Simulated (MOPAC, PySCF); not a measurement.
C$_{3}$H$_{7}$B, SMILES `C(C=C)B` (H–B–C–C torsion -23°, B–C–C–C torsion -126°), neutral singlet in the gas phase. 

Z-matrix (Å, degrees):
```
C
H 1 1.0933
H 1 1.1111 2 104.47
C 1 1.4964 2 111.65 3 117.95
C 4 1.3271 1 125.11 2 7.14
H 5 1.0822 4 121.58 1 178.23
H 5 1.0845 6 116.86 4 179.78
H 4 1.0869 5 119.06 6 0.23
B 1 1.5552 2 113.11 3 -107.31
H 9 1.1929 1 120.12 2 29.14
H 9 1.1932 10 118.94 1 -175.89
```
Charge 0, multiplicity 1.

All levels are single points at this geometry (B3LYP-D3(BJ)/def2-TZVP); Pople sets use spherical d functions. Orbital energies aren't observables, and empty levels follow the basis.

| level | HOMO (eV) | LUMO (eV) | gap (eV) | dipole (D) | vertical IE, Delta-SCF (eV) |
|---|---|---|---|---|---|
| B3LYP-D3(BJ)/def2-TZVP in PySCF | -7.04 | -1.58 | 5.46 | 0.50 | 9.47 |
| PBE-D3(BJ)/def2-TZVP in PySCF | -6.15 | -2.38 | 3.76 | 0.56 | 9.38 |
| B3LYP/3-21G in PySCF | -6.78 | -1.27 | 5.51 | 0.54 | – |
| B3LYP/6-311+G** in PySCF | -7.05 | -1.61 | 5.44 | 0.50 | – |
| B3LYP/6-31G* in PySCF | -6.69 | -1.13 | 5.57 | 0.53 | 9.26 |
| BP86/6-31G* in PySCF | -5.88 | -2.07 | 3.81 | 0.59 | – |
| M06-2X/6-31G* in PySCF | -8.19 | 0.06 | 8.25 | 0.48 | – |
| PBE/6-31G* in PySCF | -5.78 | -2.00 | 3.79 | 0.60 | 9.17 |
| SVWN5/6-31G* in PySCF | -5.91 | -2.28 | 3.63 | 0.65 | 9.37 |
| HF/3-21G in PySCF | -9.58 | 2.79 | 12.37 | 0.41 | – |
| HF/STO-3G in PySCF | -8.15 | 6.95 | 15.10 | 0.38 | – |
| PM3 in MOPAC | -10.11 | 0.48 | 10.59 | 0.83 | – |
| PM7 in MOPAC | -9.92 | -0.42 | 9.50 | 0.81 | – |
